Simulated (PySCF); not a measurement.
CH3FO2Si2, SMILES [SiH2]1C(=O)O[Si@@H]1F. Atoms are numbered in the order given.

```xyz
9

O     -1.5156     2.0203     0.1970
C     -0.8557     1.0339     0.1888
O      0.5141     1.0454     0.3692
Si     1.0553    -0.5708     0.2229
F      1.9439    -0.7315    -1.1198
Si    -1.2301    -0.8917     0.0052
H      1.9199    -0.9362     1.3668
H     -2.0056    -1.4339     1.1562
H     -1.8159    -1.3014    -1.3007
```
Charge 0, spin multiplicity 1.

The structure is a stationary point at PBE0-D3(BJ)/def2-SVP. The structure was generated by enumeration; whether it is a known compound was not checked.

Two levels are set side by side: PBE/pcSseg-1 (PySCF) and PBE0/pcSseg-1 (PySCF). GIAO shifts against CFCl3 (¹⁹F), H2O (¹⁷O), TMS (²⁹Si), TMS (¹H), TMS (¹³C) at the same level; non-relativistic, no solvent, atoms listed together averaged. Differences are taken from unrounded values.

| quantity | PBE0 |
|---|---|
| δ(¹⁷O) of O1 (ppm) | 556.2 |
| δ(¹³C) of C2 (ppm) | 178.0 |
| δ(¹⁷O) of O3 (ppm) | 400.1 |
| δ(²⁹Si) of Si4 (ppm) | 9.6 |
| δ(¹⁹F) of F5 (ppm) | -172.7 |
| δ(²⁹Si) of Si6 (ppm) | -35.8 |
| δ(¹H) of H7 (ppm) | 6.00 |

### Question
What does PBE give, and how far is it from PBE0? (An estimate is asked for; the answer gives what the named calculation found.)

### Answer

```tsv
quantity	PBE	PBE minus PBE0
δ(¹⁷O) of O1 (ppm)	546.9	-9.3
δ(¹³C) of C2 (ppm)	173.4	-4.6
δ(¹⁷O) of O3 (ppm)	421.9	21.8
δ(²⁹Si) of Si4 (ppm)	9.5	-0.1
δ(¹⁹F) of F5 (ppm)	-189.9	-17.1
δ(²⁹Si) of Si6 (ppm)	-40.0	-4.1
δ(¹H) of H7 (ppm)	6.26	0.25
```

Rough cost on one machine, each run with all the roots and properties that it gave: PBE0 against PBE within a factor of 2.
